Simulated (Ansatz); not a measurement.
CH$_{4}$BrFSi, SMILES `F[SiH2]CBr`, relaxed with RKS PBE-D4/def2-SVP in the Gaussian-basis code of Ansatz from a rough embedded geometry. The force threshold is 0.03 eV/Å; the program also tests the step.

The species carries charge 0 and has multiplicity 1.

Start:

```xyz
8

F    -1.474   -0.159    1.354
Si   -0.786   -0.473   -0.005
C     0.676    0.593   -0.128
Br    2.076    0.072    1.126
H    -0.438   -1.931   -0.062
H    -1.749   -0.197   -1.118
H     0.489    1.640   -0.016
H     1.207    0.455   -1.152
```

Problem. By how much does the energy fall, and how many steps does the optimiser take? (An estimate is asked.)

Solution. Computed: 27.70 kJ/mol, in 4 steps.

Problem. Which bonds change most? (An estimate is asked.)

Solution. Ansatz gave: F1–Si2 from 1.555 to 1.638 Å; Si2–C3 from 1.814 to 1.887 Å; C3–H8 from 1.162 to 1.109 Å; C3–H7 from 1.069 to 1.108 Å.

Problem. Give the relaxed structure. (An estimate is asked.)

Solution. Computed: 
```xyz
8

F    -1.539   -0.192    1.414
Si   -0.801   -0.503   -0.015
C     0.734    0.582   -0.178
Br    2.081    0.095    1.165
H    -0.420   -1.950   -0.060
H    -1.761   -0.145   -1.117
H     0.503    1.655   -0.035
H     1.203    0.457   -1.175
```
